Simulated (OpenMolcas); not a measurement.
## Ni7+: Racah parameters, worked from levels

| Quantity | Value |
| --- | --- |
| Program | OpenMolcas 26.06 |
| Basis | ANO-RCC-VTZP [6s5p3d2f1g] |
| Scalar Hamiltonian | DKH2, point nucleus |
| Active space | 3 electrons in 5 orbitals (3d) |
| State averaging | 2S+1 = 4 even, 10 roots; 2S+1 = 2 even, 40 roots kept (CI in the orbitals of an earlier block) |
| Spin-orbit coupling | state interaction with AMFI integrals over the reference wave functions, term energies averaged over their components |

Methods: CASSCF; MS-CASPT2, IPEA 0.25 Eh, imaginary shift 0.1 Eh (closed shells correlated: 3s 3p).

**Racah parameters.** Above 4F, d3 has 4P at 15B, 2G at 4B + 3C and 2H at 9B + 3C. The first two fix B and C, and the third tests them; where it misses by thousands of cm-1, two parameters do not describe the configuration (Trees and configuration-interaction terms are left out) and B and C hang on the terms chosen. Term energies are centres of gravity, weighted by 2J + 1.

```tsv
Source	4P	2G	B	C	C/B	2H from B, C	2H found
CASSCF	26857	27713	1790	6850	3.83	36660	37050
MS-CASPT2	22930	25158	1529	6348	4.15	32805	35454
```

Energies in cm-1. From CASSCF to MS-CASPT2, B changes by -14.6 % and C by -7.3 %.

CASPT2 does not keep the components of a term degenerate, so their means are used; among the terms shown or strongly mixed into the levels shown the widest spread is 750 cm-1 (3d3 4F, MS-CASPT2). Terms from blocks run as CI alone lack orbitals of their own. Without dynamic correlation excited terms often stand tens of per cent too high (terms of higher spin than the ground term too low), and those without a measured partner can miss by more than the paired ones (holds for CASSCF). Levels of configurations outside the active space are missing.
